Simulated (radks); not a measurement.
The numbers below are computed, except where a source is named.
Species: the scandium ion Sc3+. Configuration: [Ar] (the NIST ground configuration). Level of theory: scalar-relativistic Kohn-Sham, LDA (Slater exchange, Perdew-Wang correlation), spin-polarised, spherical densities, point nucleus (a radial shooting solver on a logarithmic mesh with Libxc functionals).

Radial electron density D(r) = 4 pi r^2 rho(r):

r (bohr)  D(r) (e/bohr)
0.003389         0.8246
0.003821          1.026
0.004274          1.257
0.004819          1.557
0.00539           1.897
0.006078          2.336
0.006853          2.867
0.007665          3.457
0.008642          4.207
0.009744          5.092
0.0109            6.054
0.01229           7.241
0.01385           8.597
0.0155            10.02
0.01747           11.69
0.01954           13.38
0.02204           15.30
0.02484           17.26
0.02779           19.07
0.03133           20.89
0.03533           22.48
0.03951           23.67
0.04455           24.50
0.05023           24.81
0.05618           24.58
0.06335           23.81
0.07085           22.70
0.07989           21.28
0.09007           19.89
0.1007            18.88
0.1136            18.40
0.1281            18.72
0.1433            19.76
0.1615            21.52
0.1807            23.42
0.2037            25.23
0.2297            26.24
0.2569            26.04
0.2896            24.39
0.3266            21.37
0.3653            17.75
0.4118            13.69
0.4643            10.19
0.5194            7.965
0.5856            6.897
0.655             6.966
0.7385            7.685
0.8327            8.435
0.9314            8.681
1.05              8.210
1.184             7.032
1.324             5.541
1.493             3.868
1.684             2.411
1.883             1.391
2.123            0.6796
2.375            0.3062
2.677            0.1119
3.019           0.03439
3.377          0.009605
3.807          0.001991

D(r) has 3 maxima, at r = 0.0506, 0.239, 0.924 bohr, and minima at 0.115, 0.614 bohr, inside which lie 2.14, 10.38 electrons.
